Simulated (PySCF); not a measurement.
C₃H₄, SMILES C1=CC1. Atoms are numbered in the order given.

```xyz
7

C      0.0000    -0.6434    -0.4996
C      0.0000     0.6434    -0.4996
C      0.0000     0.0000     0.8609
H      0.0000    -1.5717    -1.0416
H      0.0000     1.5717    -1.0416
H      0.9115     0.0000     1.4567
H     -0.9115     0.0000     1.4567
```
Charge 0, spin multiplicity 1.

The structure is a stationary point at B3LYP-D3(BJ)/def2-TZVP.

Computed with TDA-PBE/def2-SVPD (PySCF).

Vertical excitations. Isolated molecule, no solvent. State labels are in the subgroup C2v.

```tsv
state	symmetry	energy (eV)	λ (nm)	f	main pairs
S1	B1	6.35	195	0.002	HOMO−1→LUMO 99 %
S2	B2	6.53	190	0.062	HOMO→LUMO 86 %
S3	B1	6.85	181	0.001	HOMO→LUMO+1 99 %
S4	A2	7.17	173	0.000	HOMO→LUMO+2 98 %
S5	B1	7.17	173	0.033	HOMO→LUMO+3 99 %
S6	A2	7.60	163	0.000	HOMO−2→LUMO 98 %
S7	B2	7.90	157	0.000	HOMO−1→LUMO+1 96 %
S8	A1	8.25	150	0.075	HOMO−1→LUMO+2 97 %
S9	B2	8.26	150	0.090	HOMO−1→LUMO+3 95 %
S10	B1	8.69	143	0.031	HOMO→LUMO+4 99 %
T1	B2	4.18	296	0	HOMO→LUMO 98 %
T2	B1	5.86	212	0	HOMO−1→LUMO 100 %
T3	B1	6.70	185	0	HOMO→LUMO+1 98 %
T4	A2	6.95	178	0	HOMO→LUMO+2 95 %
```
Triplets are in the Tamm–Dancoff approximation.
